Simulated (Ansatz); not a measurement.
A structure relaxed at r2SCAN/def2-TZVPD in Ansatz, charge -1, doublet:

Cartesian coordinates in Å:
```
Ca 0.284 1.282 1.684
Ca 1.595 -1.254 -0.668
Ca -1.879 -0.028 -1.016
```

(1) Give its formula and point group.

(2) Summarise the bond lengths by kind (pairs closer than 1.2 times the sum of covalent radii, bridged metal pairs left out).

## Answers

(1) Ca3⁻. Point group D3h (tolerance 0.1 Å).

(2) 3 × Ca–Ca 3.70 Å.

The charge -1 doublet is spin-contaminated (final ⟨S²⟩ up to 1.37, 0.75 for a pure state). The highest occupied level of the charge -1 doublet lies above zero (up to 0.19 eV). Its loss leaves the charge 0 singlet, which lies 1.25 eV higher (vertical, at r2SCAN/def2-TZVPD), but this difference is unsure: the singlet is doubtful (geometry relaxed on an unsound state). The structure comes from a short search, and lower isomers may exist.
